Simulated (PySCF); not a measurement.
MoO₂Cl₂, SMILES [O]=[Mo](=[O])([Cl])[Cl], multiplicity 1.

The structure is a stationary point at PBE-D3(BJ)/def2-SVP. The multiplicity is an assumed one; no other spin state was optimised. The isomer is the one that the SMILES or the coordinates give; other isomers of the formula were not compared. The def2 effective core potentials stand for the cores of Mo; spin–orbit coupling is left out.

Computed with PySCF with PBE/def2-TZVP.

Isolated molecule, no solvent.

Estimate the frontier levels, gap, dipole moment and polarisability. (An estimate is asked for; the answer gives what the named calculation found.)


* **highest occupied level**: -8.33 eV
* **lowest empty level**: -4.61 eV
* **orbital gap**: 3.72 eV
* **dipole moment**: 1.23 D
* **quadrupole, principal values (traceless, Buckingham form, about the centre of nuclear charge)**: -2.02, -1.09, 3.11 D·Å
* **mean static polarisability**: 69.5 bohr³ (10.30 Å³)
* **polarisability, principal values**: 58.0, 68.1, 82.5 bohr³
